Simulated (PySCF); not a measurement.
A PySCF script (with the pyscf-properties extension) for the NMR shieldings of SMILES CS[Si@H](O[SiH3])O[SiH2]P, CH11O2PSSi3, on a GFN2-xTB geometry:

```python
import basis_set_exchange as bse
import numpy as np
from pyscf import gto, dft
from pyscf.prop import nmr

atoms = """
C    -2.925179    1.483356    0.539138
S    -1.199242    2.069966    0.512298
Si   -0.389391    0.707314   -0.904813
O    -0.909598   -0.771264   -0.546380
Si   -0.935864   -2.099893    0.399126
O     1.213299    0.832826   -0.856064
Si    2.569799    0.844270    0.040604
P     2.747177   -1.131233    1.078824
H    -3.413578    1.758128   -0.390198
H    -2.938222    0.406163    0.670101
H    -3.414083    1.971206    1.375167
H    -0.768445    0.948180   -2.279637
H    -2.276617   -2.623189    0.135856
H     0.138831   -2.967751   -0.072414
H    -0.763568   -1.701538    1.794549
H     2.470876    1.898347    1.049380
H     3.572255    1.139292   -0.983097
H     3.162566   -1.837714   -0.041612
H     4.049181   -0.917214    1.502039
"""
names = dict.fromkeys(["C", "S", "Si", "O", "P", "H"], "pcSseg-1")
basis = {el: gto.basis.parse(bse.get_basis(n, elements=[el], fmt="nwchem")) for el, n in names.items()}
mol = gto.M(atom=atoms, basis=basis, charge=0, verbose=0)
mf = dft.RKS(mol, xc="PBE0")
mf.grids.level = 2
mf.grids.alignment = dft.numint.BLKSIZE   # the property module wants whole blocks of grid points
mf.conv_tol = 1e-9
mf.kernel()

calc = nmr.RKS(mf)   # GIAO
C = mf.mo_coeff
Co = C[:, mf.mo_occ > 0]
resp = mf.gen_response(singlet=True, hermi=2)
def vind(x):   # induced exchange potential for any number of trial vectors
    d = np.einsum("pi,xij,qj->xpq", C, 2 * x.reshape(-1, C.shape[1], Co.shape[1]), Co, optimize=True)
    return np.einsum("xpq,pi,qj->xij", resp(d - d.transpose(0, 2, 1)), C, Co, optimize=True).ravel()
mo1, _ = nmr.rhf.solve_mo1(calc, with_cphf=vind)
sigma = calc.kernel(mo1)
for i, s in enumerate(sigma):   # ppm
    w = np.linalg.eigvalsh((s + s.T) / 2)
    print("%2d %-2s iso %8.1f  s11 %8.1f  s22 %8.1f  s33 %8.1f" % (i, mol.atom_pure_symbol(i), w.mean(), *w))
```

Problem. Give the expected output.

Solution. 
```
 0 C  iso    174.6  s11    161.7  s22    171.1  s33    191.1
 1 S  iso    663.5  s11    599.8  s22    609.6  s33    781.0
 2 Si iso    387.3  s11    366.9  s22    386.9  s33    408.2
 3 O  iso    282.4  s11    248.1  s22    294.9  s33    304.1
 4 Si iso    390.9  s11    359.6  s22    365.7  s33    447.3
 5 O  iso    271.0  s11    213.4  s22    288.1  s33    311.6
 6 Si iso    367.0  s11    311.1  s22    364.9  s33    424.9
 7 P  iso    605.0  s11    539.5  s22    609.6  s33    666.1
 8 H  iso     29.6  s11     23.8  s22     27.0  s33     38.0
 9 H  iso     29.7  s11     22.8  s22     30.4  s33     36.1
10 H  iso     29.7  s11     24.1  s22     26.6  s33     38.3
11 H  iso     26.7  s11     23.0  s22     23.8  s33     33.3
12 H  iso     26.6  s11     22.7  s22     24.9  s33     32.2
13 H  iso     26.5  s11     22.6  s22     26.0  s33     30.8
14 H  iso     26.3  s11     24.0  s22     24.8  s33     30.1
15 H  iso     26.1  s11     21.9  s22     25.8  s33     30.6
16 H  iso     25.9  s11     21.3  s22     24.8  s33     31.6
17 H  iso     30.1  s11     25.2  s22     27.5  s33     37.6
18 H  iso     30.7  s11     25.5  s22     26.4  s33     40.0
```

These numbers come from an equivalent density-fitted implementation of the same equations, which agrees with the script to about 0.01 ppm for H and up to a few tenths of a ppm for heavy atoms, so last digits may differ.

Problem. Turn these shieldings into chemical shifts. Shifts are taken against calculated references (same method and geometry level): TMS for 13C (σref 186.93) and 29Si (σref 349.16) and 1H (σref 31.72); 33S (σref 503.73) against CS2; H2O for 17O (σref 336.08); 31P (σref 318.38) against H3PO4.

Solution. Averaging equivalent atoms: C 0: 12.3; S 1: -160; Si 6: -17.8; Si 2: -38.2; Si 4: -41.7; O 5: 65.0; O 3: 53.7; P 7: -286.7; H 16: 5.82; H 15: 5.60; H 12/13/14: 5.27; H 11: 5.04; H 8/9/10: 2.05; H 17/18: 1.34 ppm. Experimental scales use liquid or dissolved standards, which lie at an offset from isolated H2O (liquid H2O: subtract about 36 ppm) and H3PO4.

Size and cost of the density-fitted run: 226 basis functions, 83 s wall time on 1 thread of an Arm Neoverse N1, shared host.
